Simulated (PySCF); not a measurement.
C4H9 (SMILES [CH2-]C(C)C), charge -1, singlet, geometry from GFN2-xTB (in this run its highest filled SCF level lies above zero, so its values depend strongly on the basis, on diffuse functions most of all); PySCF with MN15/STO-3G.

PySCF was given this input:
```python
from pyscf import gto, scf, dft

mol = gto.M(
    atom='''
C     0.003607    0.072759    0.358527
H     0.014130   -0.024556    1.491846
C     0.001972    1.489052   -0.212949
H    -0.878369    2.022651    0.264792
H     0.894098    2.017892    0.247925
C     1.242518   -0.686502   -0.130181
H     1.272518   -0.673301   -1.219109
H     2.148534   -0.203547    0.235865
H     1.247660   -1.730211    0.209644
C    -1.248439   -0.679813   -0.106477
H    -1.299085   -0.666395   -1.194638
H    -1.252717   -1.723497    0.233437
H    -2.144719   -0.192018    0.276719
''',
    basis='sto-3g',
    charge=-1,
    spin=0,
    verbose=4,
)

mf = dft.RKS(mol)
mf.xc = 'mn15'
mf.grids.radi_method = dft.radi.mura_knowles
mf.kernel()
```

**Question.** Predict the main parts of the log of this PySCF run.

**Answer.** 
```
PySCF version 2.14.0

[INPUT] verbose = 4
[INPUT] num. atoms = 13
[INPUT] num. electrons = 34
[INPUT] charge = -1
[INPUT] spin (= nelec alpha-beta = 2S) = 0
[INPUT] symmetry False subgroup None
[INPUT] Mole.unit = angstrom
[INPUT] Symbol           X                Y                Z      unit          X                Y                Z       unit  Magmom
[INPUT]  1 C      0.003607000000   0.072759000000   0.358527000000 AA    0.006816242131   0.137494583097   0.677517838262 Bohr   0.0
[INPUT]  2 H      0.014130000000  -0.024556000000   1.491846000000 AA    0.026701830140  -0.046404114715   2.819180360028 Bohr   0.0
[INPUT]  3 C      0.001972000000   1.489052000000  -0.212949000000 AA    0.003726539918   2.813900465236  -0.402415288500 Bohr   0.0
[INPUT]  4 H     -0.878369000000   2.022651000000   0.264792000000 AA   -1.659876846308   3.822256435578   0.500384359976 Bohr   0.0
[INPUT]  5 H      0.894098000000   2.017892000000   0.247925000000 AA    1.689600348521   3.813263228951   0.468510349433 Bohr   0.0
[INPUT]  6 C      1.242518000000  -0.686502000000  -0.130181000000 AA    2.348018724842  -1.297300763966  -0.246006436622 Bohr   0.0
[INPUT]  7 H      1.272518000000  -0.673301000000  -1.219109000000 AA    2.404710508579  -1.272354489396  -2.303782125992 Bohr   0.0
[INPUT]  8 H      2.148534000000  -0.203547000000   0.235865000000 AA    4.060140829316  -0.384648083477   0.445720252371 Bohr   0.0
[INPUT]  9 H      1.247660000000  -1.730211000000   0.209644000000 AA    2.357735696575  -3.269624927710   0.396169743658 Bohr   0.0
[INPUT] 10 C     -1.248439000000  -0.679813000000  -0.106477000000 AA   -2.359207793226  -1.284660385919  -0.201212368565 Bohr   0.0
[INPUT] 11 H     -1.299085000000  -0.666395000000  -1.194638000000 AA   -2.454914862531  -1.259304040780  -2.257538637998 Bohr   0.0
[INPUT] 12 H     -1.252717000000  -1.723497000000   0.233437000000 AA   -2.367292041587  -3.256937306510   0.441131997340 Bohr   0.0
[INPUT] 13 H     -2.144719000000  -0.192018000000   0.276719000000 AA   -4.052931524151  -0.362861430987   0.522923123464 Bohr   0.0

nuclear repulsion = 126.185885751491
number of shells = 21
number of NR pGTOs = 87
number of NR cGTOs = 29
basis = sto-3g
ecp = {}

******** <class 'pyscf.dft.rks.RKS'> ********
method = RKS
initial guess = minao
damping factor = 0
level_shift factor = 0
DIIS = <class 'pyscf.scf.diis.CDIIS'>
diis_start_cycle = 1
diis_space = 8
diis_damp = 0
SCF conv_tol = 1e-09
SCF conv_tol_grad = None
SCF max_cycles = 50
direct_scf = True
direct_scf_tol = 1e-13
XC library pyscf.dft.libxc version 7.1.2
    S. Lehtola, C. Steigemann, M. J. T. Oliveira, and M. A. L. Marques,  SoftwareX 7, 1–5 (2018)
XC functionals = mn15
    H. S. Yu, X. He, S. L. Li, and D. G. Truhlar,  Chem. Sci. 7, 5032–5051 (2016)
    H. S. Yu, X. He, S. L. Li, and D. G. Truhlar,  Chem. Sci. 7, 5032–5051 (2016)
radial grids: Mura-Knowles [JCP 104, 9848 (1996); DOI:10.1063/1.471749] log3 quadrature radial grids
becke partition: Becke, JCP 88, 2547 (1988); DOI:10.1063/1.454033
pruning grids: <function nwchem_prune>
grids dens level: 3
symmetrized grids: False
atomic radii adjust function: <function treutler_atomic_radii_adjust>
small_rho_cutoff = 0
Set gradient conv threshold to 3.16228e-05
Initial guess from minao.
tot grids = 138480
init E= -155.028501232105
  HOMO = -0.146699423480847  LUMO = 0.307111044908347  gap/eV = 12.34881
cycle= 1 E= -154.684112418157  delta_E= 0.344  |g|= 0.486  |ddm|= 4.19
  HOMO = 0.408873493694554  LUMO = 0.650234407594965  gap/eV = 6.56776
cycle= 2 E= -154.741290439818  delta_E= -0.0572  |g|= 0.284  |ddm|= 1.23
  HOMO = 0.262968151567892  LUMO = 0.63065884528781  gap/eV = 10.00537
cycle= 3 E= -154.770616095496  delta_E= -0.0293  |g|= 0.0216  |ddm|= 0.506
  HOMO = 0.261417285919248  LUMO = 0.628087702323103  gap/eV = 9.97761
cycle= 4 E= -154.770761621125  delta_E= -0.000146  |g|= 0.0104  |ddm|= 0.0468
  HOMO = 0.261425412178222  LUMO = 0.629646558198135  gap/eV = 10.01981
cycle= 5 E= -154.770796145858  delta_E= -3.45e-05  |g|= 0.000863  |ddm|= 0.016
  HOMO = 0.261566098087258  LUMO = 0.629704598299302  gap/eV = 10.01756
cycle= 6 E= -154.770796526608  delta_E= -3.81e-07  |g|= 0.000162  |ddm|= 0.0026
  HOMO = 0.261615109741437  LUMO = 0.629661526901347  gap/eV = 10.01505
cycle= 7 E= -154.770796537477  delta_E= -1.09e-08  |g|= 6.44e-05  |ddm|= 0.000436
  HOMO = 0.261609512995416  LUMO = 0.629670411773704  gap/eV = 10.01545
cycle= 8 E= -154.770796538926  delta_E= -1.45e-09  |g|= 7.27e-06  |ddm|= 0.000116
  HOMO = 0.261609038278055  LUMO = 0.629669837293271  gap/eV = 10.01544
cycle= 9 E= -154.770796538949  delta_E= -2.31e-11  |g|= 4.13e-07  |ddm|= 1.72e-05
  HOMO = 0.261608995105288  LUMO = 0.629669845656689  gap/eV = 10.01545
Extra cycle  E= -154.770796538949  delta_E= 4.55e-13  |g|= 1.01e-07  |ddm|= 1.99e-06
converged SCF energy = -154.770796538949
```
